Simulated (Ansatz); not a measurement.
# From F to Br: the HOMO–LUMO gap

All atoms of one element are swapped for its congeners: MgF2 `[F][Mg][F]`; MgCl2 `[Cl][Mg][Cl]`; MgBr2 `[Br][Mg][Br]`. All are singlets with charge 0.

Shapes, held fixed at every level: PBE0-D4/def2-TZVP. Programs: Ansatz 0.2.0. Values in eV.

```tsv
level	MgF2	MgCl2	MgBr2
PBE-D4/def2-TZVPP	5.80	5.12	4.64
r2SCAN-D4/def2-TZVPP	6.76	5.96	5.43
BHLYP-D4/def2-TZVPP	10.95	9.04	8.30
r2SCAN0-D4/def2-TZVPP	9.17	7.74	7.08
wB97X-V/def2-TZVPP	12.82	11.42	10.71
wB97M-V/def2-TZVPP	12.36	10.92	10.25
```

At wB97M-V/def2-TZVPP the HOMO–LUMO gap falls at every step, from 12.36 to 10.25 eV. Every level shows the same order. Relativity is left out for Br unless named. Orbital gaps aren't excitation energies, and the LUMO depends on the basis.
